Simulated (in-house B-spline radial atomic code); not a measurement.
A calculation on neutral rhenium: its settings, and results tabulated from the run. Computed with a radial B-spline atomic code at the basis-set limit: Dirac-Hartree-Fock, average of configuration, Fermi nucleus of rms radius 5.3698 fm, speed of light scaled by 0.95.

Command:
```bash
python run_scf.py task.json out
```
Settings (nuclear radius in fm, mass in u):
```
Z                75
configuration    [Xe] 4f14 5d5 6s2
hamiltonian      dirac
method           hf
spin_polarised   False
nucleus          fermi
rms_radius       5.3698
atomic_mass      186.95575
speed_of_light   130.18419913
```

Output (hartree, bohr):
```
 radial grid: 77 intervals, B-splines of order 8, outer radius 50 bohr

 iter        energy (Eh)    residual
    1      -16825.929573    7.91e-01
    2      -16825.729684    2.33e-01
    3      -16827.544990    5.13e-02
    4      -16827.588390    7.00e-03
    5      -16827.588774    4.33e-03
    6      -16827.589114    1.32e-03
    7      -16827.589161    1.41e-04
    8      -16827.589162    3.78e-05
    9      -16827.589162    7.16e-06
   10      -16827.589162    7.90e-07
   11      -16827.589162    1.30e-07

 total energy                    -16827.58916
 kinetic                           19335.1082
 electron-nucleus                 -42395.9770
 electron-electron                  6233.2796

 orbital      occ     eigenvalue          <r>       <r^2>       <1/r>     <1/r^3>       r_max    small
 1s1/2      2.000     -2680.1059    0.0177787  0.00043696     90.7796           -     0.01098  8.98e-02
 2s1/2      2.000      -472.6091    0.0744099  0.00662476     22.2567           -     0.06371  2.05e-02
 2p1/2      2.000      -451.0474    0.0614187  0.00471578     22.1637           -     0.04707  2.05e-02
 2p3/2      4.000      -390.8195    0.0704093  0.00604021     18.0901       17342     0.05481  1.82e-02
 3s1/2      2.000      -111.8512     0.194219    0.043313     8.13253           -      0.1798  6.78e-03
 3p1/2      2.000      -102.3332     0.184576    0.039772     8.02748           -      0.1684  6.70e-03
 3p3/2      4.000       -89.0369     0.201113   0.0469897      6.9795     3991.16      0.1841  6.06e-03
 3d3/2      4.000       -73.4871     0.176135   0.0364706     6.85036     685.491      0.1442  5.90e-03
 3d5/2      6.000       -70.7004     0.181177   0.0384446     6.61216     570.431      0.1485  5.72e-03
 4s1/2      2.000       -24.6529     0.436132    0.214835     3.38215           -       0.409  2.21e-03
 4p1/2      2.000       -20.6505     0.441194    0.221655     3.26642           -      0.4089  2.11e-03
 4p3/2      4.000       -17.5102     0.476576    0.258371     2.92194     924.143      0.4411  1.89e-03
 4d3/2      4.000       -11.0196     0.492728    0.281347     2.70158     140.367      0.4381  1.66e-03
 4d5/2      6.000       -10.4442     0.505127    0.295459     2.61818     114.143      0.4485  1.60e-03
 5s1/2      2.000        -3.7998      1.03888     1.21243     1.29656           -      0.9363  4.85e-04
 5p1/2      2.000        -2.4828       1.1381     1.46814     1.17112           -           1  4.06e-04
 5p3/2      4.000        -1.9976      1.24813     1.76811     1.04841     128.368       1.089  3.41e-04
 4f5/2      6.000        -2.2389     0.570327    0.401156     2.18682     21.5234      0.4173  1.17e-03
 4f7/2      8.000        -2.1300     0.579561    0.414652     2.15262     20.4069       0.423  1.14e-03
 5d3/2      2.000        -0.3902      1.83516     4.04116    0.716882     9.62932       1.392  1.65e-04
 5d5/2      3.000        -0.3563      1.91896     4.43086    0.684376     7.40275       1.444  1.51e-04
 6s1/2      2.000        -0.2852      3.22518     11.9612    0.393672           -       2.643  4.91e-05
```


For the Dirac Hamiltonian the kinetic term is c α·p + (β - 1)c².
